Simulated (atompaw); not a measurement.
An all-electron radial function and its pseudo partner (Ge (Z = 32))

Columns: radius, all-electron u(r) and pseudo u(r) of the 4s shell (level -11.73 eV) of germanium in the configuration [Ar] 3d10 4s2 4p2; PBE, scalar-relativistic, PAW (atompaw) scheme, atompaw 4.2.0.5.

| r (bohr) | all-electron | pseudo |
| --- | --- | --- |
| 0.075 | 0.0658 | 0.0547 |
| 0.150 | 0.2110 | 0.1090 |
| 0.225 | 0.0690 | 0.1628 |
| 0.300 | -0.1385 | 0.2156 |
| 0.375 | -0.2869 | 0.2673 |
| 0.450 | -0.3457 | 0.3174 |
| 0.525 | -0.3265 | 0.3658 |
| 0.600 | -0.2533 | 0.4122 |
| 0.675 | -0.1484 | 0.4565 |
| 0.750 | -0.0291 | 0.4982 |
| 0.825 | 0.0927 | 0.5374 |
| 0.900 | 0.2093 | 0.5737 |
| 0.975 | 0.3163 | 0.6071 |
| 1.050 | 0.4114 | 0.6375 |
| 1.125 | 0.4935 | 0.6646 |
| 1.200 | 0.5628 | 0.6885 |
| 1.275 | 0.6198 | 0.7091 |
| 1.350 | 0.6653 | 0.7263 |
| 1.425 | 0.7004 | 0.7401 |
| 1.500 | 0.7262 | 0.7505 |
| 1.575 | 0.7438 | 0.7574 |
| 1.650 | 0.7541 | 0.7609 |
| 1.725 | 0.7582 | 0.7609 |
| 1.800 | 0.7568 | 0.7576 |
| 1.875 | 0.7508 | 0.7509 |
| 1.950 | 0.7409 | 0.7409 |

Problem. How many radial nodes do the two functions have?

Solution. The all-electron 4s function has n − l − 1 = 3 (the table is too coarse to show those close to the nucleus); the pseudo-wave has 0, since the states of the same l below it are removed with the core.

Problem. Is the pseudo-wave norm-conserving?

Solution. No, it belongs to a PAW set: the norm inside the radius is not constrained, and the difference is carried by the augmentation charge.
